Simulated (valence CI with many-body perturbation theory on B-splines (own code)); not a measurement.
Forbidden lines of Ta68+

Method: valence CI with perturbative core correlation (CI+MBPT): three valence electrons over a frozen Dirac-Fock core [He], radial functions for each j: 11 s, 11 p, 10 d, 8 f, 5 g, 2 h, with the one-electron correlation potential Σ1, the two-electron term Σ2, the three-electron term Σ3, Breit, model QED; selected CI, second order for the rest, scaled by the run's own slope (own B-spline code, finite nucleus).

No measured spectrum was set against this ion. As an estimate, large intervals hold to a few tenths of a per cent, small ones and those within an open d or f shell to about a per cent.

Lines 1 to 45 of 45 in falling wavelength, among levels below 14919 eV, chosen from the decays that carry over 1 % of a level's rate. Wavelengths and rates use the calculated energies. Electric multipoles are in the length gauge with retardation, E1 and E2 with the static RPA response of the core. M1 uses the relativistic operator with retardation. S is in atomic units (e²a₀⁴ for E2 and M2, e²a₀⁶ for E3), for M1 in squared Bohr magnetons. Weak lines are less certain than strong ones. Lines between different terms over intervals too small for the method are left out, as are lines whose strength nearly cancels. The highest levels of a list are the least certain.

Levels are named by their leading jj configuration (3d3/2^4 stands for four electrons in 3d with j = 3/2), which in mixed levels can hold well under half, so a name can repeat and another be missing. Letters in brackets count levels of one name in rising energy.

| λ vac (Å) | Upper | Lower | Type | A (s⁻¹) | S (a.u.) |
| --- | --- | --- | --- | --- | --- |
| 9.564 | (2s 2p1/2 2p3/2) J=3/2 [a] | (2s 2p1/2^2) J=1/2 | M1 | 1.26e+10 | 1.63e+00 |
| 9.295 | (2s 2p3/2 3d5/2) J=9/2 | (2s 2p1/2 3d5/2) J=7/2 | M1 | 1.16e+10 | 3.46e+00 |
| 9.019 | (2s^2 2p3/2) J=3/2 | (2s^2 2p1/2) J=1/2 | M1 | 1.16e+10 | 1.26e+00 |
| 1.380 | (2s 2p1/2 3p1/2) J=1/2 [a] | (2s 2p1/2 2p3/2) J=3/2 [a] | E2 | 2.23e+12 | 1.99e-05 |
| 1.376 | (2s^2 3p1/2) J=1/2 | (2s^2 2p3/2) J=3/2 | E2 | 2.83e+12 | 2.49e-05 |
| 1.337 | (2s 2p3/2 3p3/2) J=7/2 | (2s 2p3/2^2) J=3/2 | E2 | 9.16e+10 | 2.80e-06 |
| 1.322 | (2s 2p3/2 3p3/2) J=7/2 | (2s 2p3/2^2) J=5/2 | E2 | 9.77e+11 | 2.82e-05 |
| 1.320 | (2s 2p3/2 3p3/2) J=1/2 [b] | (2s 2p3/2^2) J=3/2 | E2 | 1.70e+12 | 1.22e-05 |
| 1.317 | (2s^2 3p3/2) J=3/2 | (2s^2 2p3/2) J=3/2 | E2 | 1.42e+12 | 2.01e-05 |
| 1.305 | (2s 2p3/2 3p3/2) J=1/2 [b] | (2s 2p3/2^2) J=5/2 | E2 | 5.49e+11 | 3.71e-06 |
| 1.299 | (2s 2p3/2 3d5/2) J=9/2 | (2s 2p3/2^2) J=5/2 | M2 | 7.59e+10 | 2.51e-06 |
| 1.299 | (2s 2p3/2 3d5/2) J=9/2 | (2s 2p3/2^2) J=5/2 | E3 | 4.64e+09 | 9.24e-07 |
| 1.155 | (2s 2p3/2 3p3/2) J=7/2 | (2s 2p1/2 2p3/2) J=5/2 | E2 | 7.14e+11 | 1.05e-05 |
| 1.155 | (2s 2p1/2 3p3/2) J=5/2 | (2s 2p1/2^2) J=1/2 | E2 | 1.59e+12 | 1.75e-05 |
| 1.151 | (2s 2p3/2 3p3/2) J=7/2 | (2s 2p1/2 2p3/2) J=3/2 [a] | E2 | 1.16e+12 | 1.67e-05 |
| 1.150 | (2s 2p3/2 3p3/2) J=1/2 [b] | (2s 2p1/2 2p3/2) J=3/2 [b] | E2 | 1.63e+12 | 5.86e-06 |
| 1.149 | (2s^2 3p3/2) J=3/2 | (2s^2 2p1/2) J=1/2 | E2 | 1.76e+12 | 1.26e-05 |
| 1.138 | (2s 2p3/2 3d5/2) J=9/2 | (2s 2p1/2 2p3/2) J=5/2 | M2 | 2.95e+10 | 5.04e-07 |
| 1.138 | (2s 2p3/2 3d5/2) J=9/2 | (2s 2p1/2 2p3/2) J=5/2 | E3 | 4.34e+09 | 3.41e-07 |
| 1.134 | (2s 2p3/2 3d5/2) J=9/2 | (2s 2p1/2 2p3/2) J=3/2 [a] | E3 | 8.78e+09 | 6.73e-07 |
| 1.128 | (2p1/2 2p3/2 3d3/2) J=5/2 [a] | (2s 2p1/2 2p3/2) J=1/2 | E2 | 2.85e+12 | 2.79e-05 |
| 1.126 | (2p1/2 2p3/2 3d3/2) J=7/2 | (2s 2p1/2 2p3/2) J=3/2 [b] | E2 | 4.08e+12 | 5.28e-05 |
| 1.123 | (2s 2p1/2 3d3/2) J=5/2 | (2s^2 2p1/2) J=1/2 | E2 | 5.46e+12 | 5.22e-05 |
| 1.121 | (2p1/2^2 3d3/2) J=3/2 | (2s 2p1/2^2) J=1/2 | E2 | 8.99e+12 | 5.68e-05 |
| 1.119 | (2p1/2 2p3/2 3d3/2) J=7/2 | (2s 2p1/2 2p3/2) J=5/2 | E2 | 4.08e+12 | 5.10e-05 |
| 1.116 | (2p1/2 2p3/2 3d3/2) J=3/2 [a] | (2s 2p1/2 2p3/2) J=3/2 [a] | E2 | 6.28e+12 | 3.89e-05 |
| 1.116 | (2p3/2^2 3d5/2) J=7/2 | (2s 2p3/2^2) J=3/2 | E2 | 3.54e+12 | 4.39e-05 |
| 1.116 | (2p1/2 2p3/2 3d3/2) J=5/2 [a] | (2s 2p1/2 2p3/2) J=3/2 [a] | E2 | 4.06e+12 | 3.77e-05 |
| 1.116 | (2p1/2 2p3/2 3d3/2) J=1/2 [a] | (2s 2p1/2 2p3/2) J=3/2 [a] | E2 | 8.19e+12 | 2.53e-05 |
| 1.115 | (2p1/2 2p3/2 3d3/2) J=7/2 | (2s 2p1/2 2p3/2) J=3/2 [a] | E2 | 8.80e+11 | 1.08e-05 |
| 1.111 | (2s 2p3/2 3d5/2) J=3/2 [a] | (2s^2 2p3/2) J=3/2 | E2 | 1.52e+13 | 9.20e-05 |
| 1.108 | (2p1/2 2p3/2 3d5/2) J=9/2 | (2s 2p1/2 2p3/2) J=5/2 | E2 | 9.48e+12 | 1.41e-04 |
| 1.106 | (2p1/2 2p3/2 3d5/2) J=7/2 [a] | (2s 2p1/2 2p3/2) J=3/2 [a] | E2 | 8.51e+12 | 1.00e-04 |
| 1.105 | (2p3/2^2 3d5/2) J=7/2 | (2s 2p3/2^2) J=5/2 | E2 | 5.87e+12 | 6.92e-05 |
| 1.105 | (2p3/2^2 3d5/2) J=9/2 | (2s 2p3/2^2) J=5/2 | E2 | 9.58e+12 | 1.41e-04 |
| 1.105 | (2s 2p3/2 3d5/2) J=7/2 [b] | (2s^2 2p3/2) J=3/2 | E2 | 6.18e+12 | 7.28e-05 |
| 0.9763 | (2p1/2^2 4f7/2) J=7/2 | (2p1/2^2 2p3/2) J=3/2 | E2 | 6.33e+12 | 4.01e-05 |
| 0.9761 | (2s 2p1/2 4f7/2) J=7/2 [b] | (2s 2p1/2 2p3/2) J=3/2 [b] | E2 | 3.71e+12 | 2.35e-05 |
| 0.9760 | (2s 2p1/2 4f7/2) J=5/2 | (2s 2p1/2 2p3/2) J=1/2 | E2 | 4.36e+12 | 2.07e-05 |
| 0.9706 | (2s 2p1/2 4f7/2) J=9/2 | (2s 2p1/2 2p3/2) J=5/2 | E2 | 6.22e+12 | 4.78e-05 |
| 0.9700 | (2s 2p1/2 4f7/2) J=7/2 [a] | (2s 2p1/2 2p3/2) J=3/2 [a] | E2 | 4.66e+12 | 2.86e-05 |
| 0.9686 | (2s^2 4f7/2) J=7/2 | (2s^2 2p3/2) J=3/2 | E2 | 6.28e+12 | 3.82e-05 |
| 0.8800 | (2s 2p1/2 4f5/2) J=5/2 [b] | (2s 2p1/2^2) J=1/2 | E2 | 3.54e+12 | 1.00e-05 |
| 0.8800 | (2s 2p1/2 4f5/2) J=3/2 | (2s 2p1/2^2) J=1/2 | E2 | 6.20e+12 | 1.17e-05 |
| 0.8761 | (2s^2 4f5/2) J=5/2 | (2s^2 2p1/2) J=1/2 | E2 | 4.88e+12 | 1.35e-05 |
